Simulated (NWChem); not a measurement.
## Spin states of H₃BN

```xyz
5

B     -0.7819     0.3514     0.0000
N      0.5141    -0.1151     0.0000
H     -1.7711    -0.3425     0.0000
H      0.7572    -1.1025     0.0000
H      1.3243     0.4934     0.0000
```
Charge 0, spin multiplicity 2.

The numbers come from NWChem runs, not from measurements. All single points use one geometry, from UPBE0/def2-SVP, a minimum by its harmonic frequencies. It is one conformer; others weren't searched.

Basis set: def2-TZVP. The gap is E(quartet) − E(doublet) at the geometry of the doublet, so a negative value puts the higher spin lower. Open shells are unrestricted, coupled cluster uses restricted open-shell references. The quartet is the single determinant that the SCF runs reached, with unpaired electrons in orbitals of symmetry a" and a" and a' (Cs labels); it need not be the lowest quartet, which in molecules with degenerate π orbitals can need several determinants.

The correlated methods keep 2 core orbitals frozen. B3LYP has NWChem's definition, with VWN1-RPA local correlation. The structure started from a generated list of species. The unpaired electrons of the parent sit in orbitals of symmetry a' (Cs labels of the run); other states weren't searched. The stability of the SCF solutions was not checked. Open-shell Hartree-Fock references start from PBE0 orbitals. Coupled-cluster values serve here as a point of comparison, not as the truth.

**Question.** For the vertical doublet-quartet gap, B2PLYP gives 148.4 kcal/mol and HF gives 121.0 kcal/mol. What do CCSD(T), MP2, B3LYP give?

**Answer.** CCSD(T): 145.9 kcal/mol; MP2: 149.6 kcal/mol; B3LYP: 147.4 kcal/mol.
